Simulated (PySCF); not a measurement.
HClSn (SMILES [Cl][SnH]), singlet, at a GFN2-xTB geometry (such geometries of metal compounds can be far from the true shape) (core potentials on Sn); B3LYP/def2-SVP, TDA (PySCF).

PySCF was given this input:
```python
from pyscf import gto, scf, dft, tdscf

mol = gto.M(
    atom='''
Sn   -0.29979143   -0.30707348    0.39347704
H    -1.55158507   -1.01719066   -0.84491993
Cl    0.97300921    0.96299204   -1.10758423
''',
    basis='def2-svp',
    ecp={'Sn': 'def2-svp'},
    verbose=4,
)

mf = dft.RKS(mol)
mf.xc = 'b3lyp'
mf.kernel()
td = mf.TDA()
td.nstates = 5
td.kernel()
td.analyze(verbose=3)
```

Output, abridged:

```
PySCF version 2.14.0

[INPUT] verbose = 4
[INPUT] num. atoms = 3
[INPUT] num. electrons = 40
[INPUT] charge = 0
[INPUT] spin (= nelec alpha-beta = 2S) = 0
[INPUT] symmetry False subgroup None
[INPUT] Mole.unit = angstrom
[INPUT] Symbol           X                Y                Z      unit          X                Y                Z       unit  Magmom
[INPUT]  1 Sn    -0.299791430000  -0.307073480000   0.393477040000 AA   -0.566523697192  -0.580284777317   0.743563841905 Bohr   0.0
[INPUT]  2 H     -1.551585070000  -1.017190660000  -0.844919930000 AA   -2.932070841264  -1.922211763866  -1.596667264887 Bohr   0.0
[INPUT]  3 Cl     0.973009210000   0.962992040000  -1.107584230000 AA    1.838720923579   1.819791215736  -2.093030854587 Bohr   0.0

nuclear repulsion = 93.4216797630716
number of shells = 21
number of NR pGTOs = 104
number of NR cGTOs = 49
basis = def2-svp
ecp = {'Sn': 'def2-svp'}

******** <class 'pyscf.dft.rks.RKS'> ********
method = RKS
initial guess = minao
damping factor = 0
level_shift factor = 0
DIIS = <class 'pyscf.scf.diis.CDIIS'>
diis_start_cycle = 1
diis_space = 8
diis_damp = 0
SCF conv_tol = 1e-09
SCF conv_tol_grad = None
SCF max_cycles = 50
direct_scf = True
direct_scf_tol = 1e-13
XC library pyscf.dft.libxc version 7.1.2
    S. Lehtola, C. Steigemann, M. J. T. Oliveira, and M. A. L. Marques,  SoftwareX 7, 1–5 (2018)
XC functionals = b3lyp
    P. J. Stephens, F. J. Devlin, C. F. Chabalowski, and M. J. Frisch,  J. Phys. Chem. 98, 11623 (1994)
radial grids:
    Treutler-Ahlrichs [JCP 102, 346 (1995); DOI:10.1063/1.469408] (M4) radial grids

becke partition: Becke, JCP 88, 2547 (1988); DOI:10.1063/1.454033
pruning grids: <function nwchem_prune>
grids dens level: 3
symmetrized grids: False
atomic radii adjust function: <function treutler_atomic_radii_adjust>
small_rho_cutoff = 0
Set gradient conv threshold to 3.16228e-05
Initial guess from minao.
tot grids = 50648
init E= -652.419544779507
  HOMO = -0.694438391206627  LUMO = -0.677770371066185  gap/eV = 0.45356
cycle= 1 E= -672.7291428717  delta_E= -20.3  |g|= 2.86  |ddm|= 7.15
  HOMO = 0.0229016044592393  LUMO = 0.11240459062285  gap/eV = 2.43550
cycle= 2 E= -669.570923764482  delta_E= 3.16  |g|= 5.22  |ddm|= 10.5
  HOMO = -0.147177692882025  LUMO = -0.0215694694554713  gap/eV = 3.41797
cycle= 3 E= -674.878573367737  delta_E= -5.31  |g|= 0.724  |ddm|= 8.45
  HOMO = -0.225350809508697  LUMO = -0.118706887929591  gap/eV = 2.90193
cycle= 4 E= -675.044871973674  delta_E= -0.166  |g|= 0.281  |ddm|= 1.52
  HOMO = -0.244659002867806  LUMO = -0.120971601572869  gap/eV = 3.36571
cycle= 5 E= -675.066551746358  delta_E= -0.0217  |g|= 0.0644  |ddm|= 0.427
  HOMO = -0.243973482985275  LUMO = -0.116432381947718  gap/eV = 3.47057
cycle= 6 E= -675.067819105614  delta_E= -0.00127  |g|= 0.0179  |ddm|= 0.126
  HOMO = -0.24273455963332  LUMO = -0.11667982516888  gap/eV = 3.43012
cycle= 7 E= -675.067968003192  delta_E= -0.000149  |g|= 0.00268  |ddm|= 0.0328
  HOMO = -0.242597185330418  LUMO = -0.116517121450741  gap/eV = 3.43081
cycle= 8 E= -675.067971121288  delta_E= -3.12e-06  |g|= 0.000466  |ddm|= 0.00486
  HOMO = -0.242606915259522  LUMO = -0.116520424211728  gap/eV = 3.43099
cycle= 9 E= -675.067971193789  delta_E= -7.25e-08  |g|= 0.000142  |ddm|= 0.000724
  HOMO = -0.242618393217541  LUMO = -0.116528818285403  gap/eV = 3.43107
cycle= 10 E= -675.067971200508  delta_E= -6.72e-09  |g|= 2.6e-05  |ddm|= 0.000189
  HOMO = -0.242617398580258  LUMO = -0.116530752895784  gap/eV = 3.43099
cycle= 11 E= -675.067971200766  delta_E= -2.58e-10  |g|= 5.49e-06  |ddm|= 5.02e-05
  HOMO = -0.242618050778638  LUMO = -0.116530903148529  gap/eV = 3.43101
Extra cycle  E= -675.067971200774  delta_E= -7.96e-12  |g|= 4.47e-06  |ddm|= 1.68e-05
converged SCF energy = -675.067971200774

******** <class 'pyscf.tdscf.rks.TDA'> for <class 'pyscf.dft.rks.RKS'> ********
nstates = 5 singlet
deg_eia_thresh = 1.000e-03
wfnsym = None
conv_tol = 1e-05
eigh lindep = 1e-12
eigh level_shift = 0
eigh max_cycle = 100

Excitation energies (eV)
[2.59109772 4.35220706 4.90783772 4.99008787 5.31281923]

** Singlet excitation energies and oscillator strengths **
Excited State   1:      2.59110 eV    478.50 nm  f=0.0153
Excited State   2:      4.35221 eV    284.88 nm  f=0.0103
Excited State   3:      4.90784 eV    252.62 nm  f=0.0017
Excited State   4:      4.99009 eV    248.46 nm  f=0.0153
Excited State   5:      5.31282 eV    233.37 nm  f=0.0917
```
